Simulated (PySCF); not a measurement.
methoxymethyl(silyl)silane (C2H10OSi2), SMILES [SiH2]([SiH3])COC.

Geometry: B3LYP-D3(BJ)/def2-SVP. The values are those of a single conformer.

Two levels are set side by side: PBE/def2-TZVP (PySCF) and PBE0/def2-TZVP (PySCF). Same geometry, gas phase. Differences are taken from unrounded values.

```
quantity                       PBE
---------------------------  -----
orbital gap (eV)              5.51
highest occupied level (eV)  -6.12
lowest empty level (eV)      -0.61
dipole moment (D)             1.66
mean polarisability (bohr³)   92.1
```

Q: These are the PBE values. What does PBE0 give? (An estimate is asked for; the answer gives what the named calculation found.)

A: 
```
quantity                      PBE0  PBE minus PBE0
---------------------------  -----  --------------
orbital gap (eV)              7.92           -2.41
highest occupied level (eV)  -7.69            1.57
lowest empty level (eV)       0.22           -0.84
dipole moment (D)             1.71           -0.05
mean polarisability (bohr³)   88.5             3.6
```

Without exact exchange PBE keeps part of each electron's self-repulsion, which lifts occupied levels and narrows the gap. PBE's more diffuse valence density responds more strongly to a field. Differences between two approximate levels are no errors against the true value.

Rough cost on one machine, each run with all the roots and properties that it gave: PBE0 against PBE within a factor of 2.
